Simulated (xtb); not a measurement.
CH4ClNOSi2, SMILES Cl[Si@H]1N=CO[SiH2]1. All values are semi-empirical tight-binding results from xtb (GFN2-xTB unless named), good for trends rather than for accurate numbers. Geometry optimised at GFN2-xTB. The structure was generated by enumeration; whether it is a known compound was not checked.

Optimised geometry:

Bonds (Å): Cl1–Si2 2.013, Si2–N3 1.746, Si2–Si6 2.312, Si2–H7 1.459, N3–C4 1.254, C4–O5 1.328, C4–H8 1.087, O5–Si6 1.680, Si6–H9 1.458, Si6–H10 1.459. Angles (°): Cl1–Si2–N3 108.2, Cl1–Si2–Si6 120.0, Cl1–Si2–H7 108.9, N3–Si2–Si6 90.4, N3–Si2–H7 106.1, Si6–Si2–H7 119.8, Si2–N3–C4 115.7, N3–C4–O5 126.1, N3–C4–H8 120.9, O5–C4–H8 113.0, C4–O5–Si6 118.6, Si2–Si6–O5 89.2, Si2–Si6–H9 123.4, Si2–Si6–H10 117.6, O5–Si6–H9 102.8, O5–Si6–H10 102.7, H9–Si6–H10 113.2.
Charge 0, spin multiplicity 1.

Computed properties:
```json
{
  "orbital_gap": "3.28 eV",
  "dipole_moment": "2.51 D",
  "zero_point_energy": "32.6 kcal/mol",
  "G − E(el) at 298.15 K (modified RRHO)": "12.3 kcal/mol",
  "static polarisability (D4 model)": "88.4 bohr³",
  "solvation energy, GFN2-xTB/ALPB(water)": "-1.7 kcal/mol",
  "solvation energy, GFN2-xTB/ALPB(chcl3)": "-5.3 kcal/mol"
}
```

Computed atomic charges and the Wiberg bond orders between heavy atoms:
charges (e) Cl1 -0.24, Si2 0.47, N3 -0.38, C4 0.22, O5 -0.37, Si6 0.46, H7 -0.06, H8 0.05, H9 -0.07, H10 -0.08. Bond orders Cl1–Si2 1.09, Si2–N3 1.06, N3–C4 1.83, C4–O5 1.16, Si2–Si6 0.79, O5–Si6 0.97.
